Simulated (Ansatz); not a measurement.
Job for Ansatz (an electronic-structure program): U-PBE/def2-TZVPP on SnS, a point of a bond scan (R = 7.113 Å). Elements past Kr take the def2 small-core potentials; no spin–orbit coupling.

Ansatz 0.2 input:
```yaml
crystal:
  periodic: [false, false, false]
  atoms:
    - {symbol: Sn, position_ang: [-0.00000000, -0.00000000, -0.53883850]}
    - {symbol: S, position_ang: [0.00000000, 0.00000000, 6.57382972]}
basis:
  gaussian:
    orbitals: def2-TZVPP
hamiltonian:
  xc: {name: PBE}
magnetization: {spin_polarized: true, initial_magnetization: 0}
```

Task: Give the final energy of this run.

Result: -612.1926 hartree. Its determinant has ⟨S²⟩ = 1.84, a mixture of spin states.

Task: How many basis functions does it have, and what does it roughly cost on one machine?

Result: 92 functions; roughly 60 core-seconds.
